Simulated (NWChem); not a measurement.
System: C2H6STe; SMILES S([Te]C)C

```xyz
10

Te     0.3393    -0.7120    -0.0613
C     -1.7657    -1.2445     0.1773
H     -1.8410    -2.3419     0.0467
H     -2.3748    -0.7297    -0.5869
H     -2.0841    -0.9599     1.1958
S      0.1530     1.5976     0.6459
C     -0.3234     2.4825    -0.8871
H      0.4394     2.3595    -1.6792
H     -0.3856     3.5542    -0.6069
H     -1.3122     2.1516    -1.2587
```
Atoms are numbered in this order, from 1.

Program: NWChem. Medium grid unless said otherwise, to which SCAN and Minnesota functionals are sensitive. The geometry was optimised at PBE-D3(BJ)/def2-SVP. Not confirmed as a minimum by frequencies. def2 effective core potentials on Te; no spin-orbit coupling.

Task: Order these by “highest occupied level (eV)”, lowest first: BHandHLYP/def2-SVP; PBE/def2-SVP; B3LYP/def2-SVP; LRC-wPBEh/def2-SVP; MN15/def2-SVP.

Result: LRC-wPBEh/def2-SVP (-7.89), BHandHLYP/def2-SVP (-6.95), MN15/def2-SVP (-6.56), B3LYP/def2-SVP (-5.80), PBE/def2-SVP (-4.98)
